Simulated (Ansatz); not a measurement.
Ca2Cl2⁺ was relaxed with r2SCAN-D4 (def2-TZVP) in Ansatz in these states: charge +1 doublet, charge +1 quartet. The geometries follow in no particular order.

A:

Cartesian coordinates in Å:
```
Ca -2.291 -0.994 0.065
Ca 2.292 0.990 -0.065
Cl -0.089 0.119 -1.301
Cl 0.087 -0.116 1.302
```

B:

```xyz
4

Ca    0.804    0.165   -1.697
Ca   -0.802   -0.165    1.696
Cl    0.264    1.730    0.294
Cl   -0.266   -1.729   -0.293
```

Task: Judge from the bond lengths which geometry belongs to which state (an estimate).

Result: A is the charge +1 quartet (Ca1–Ca2 4.995 Å, Ca2–Cl4 2.820 Å, Ca2–Cl3 2.820 Å); B is the charge +1 doublet (Ca1–Ca2 3.768 Å, Ca2–Cl4 2.587 Å, Ca2–Cl3 2.587 Å).

In the quartet, Cl3 and Cl4 lie 2.62 Å apart (atoms count from 1), so these atoms are partly bonded to each other.
